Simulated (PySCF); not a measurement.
# How the method changes the constants of LiCa⁺

State: ¹Σ⁺ (singlet), closed shell. Set-up: Li 3-21G, Ca 3-21G; no relativity (PySCF 2.14). De refers to Li⁺ + Ca in their ground configurations, without counterpoise correction. A positive dipole points towards Ca; it is taken about the centre of mass and depends on that origin.

| Level | Re (Å) | ωe (cm⁻¹) | De (eV) | μ (D) |
| --- | --- | --- | --- | --- |
| RHF-MP2 | 3.416 | 230 | 1.10 | n/a |
| RHF-SCS-MP2 | 3.416 | 229 | 1.10 | n/a |
| RHF-CCSD | 3.428 | 226 | 1.04 | n/a |
| RHF-CCSD(T) | 3.428 | 226 | 1.04 | n/a |
| PBE | 3.339 | 235 | 1.25 | -4.48 |
| PBEsol | 3.344 | 234 | 1.21 | -4.62 |
| revPBE | 3.360 | 234 | 1.27 | -4.30 |
| TPSS | 3.352 | 240 | 1.32 | -3.95 |
| r²SCAN | 3.377 | 235 | 1.14 | -4.50 |
| PBE0 | 3.336 | 241 | 1.24 | -4.27 |
| HSE06 | 3.337 | 239 | 1.23 | -4.33 |

The bond length runs from 3.336 Å (PBE0) to 3.428 Å (RHF-CCSD(T)). De spans 1.04 eV (RHF-CCSD, coupled cluster) to 1.32 eV (TPSS, meta-GGA).

Correlated steps freeze 5 core orbitals. Closed-shell solutions of metal pairs were not tested for spin polarisation, which can lower them a little. For an ion De counts to the pair picked by the measured ionisation energies or electron affinities, which need not be the lowest pair at this level. 3-21G is very small, so such numbers show the basis as much as the molecule.
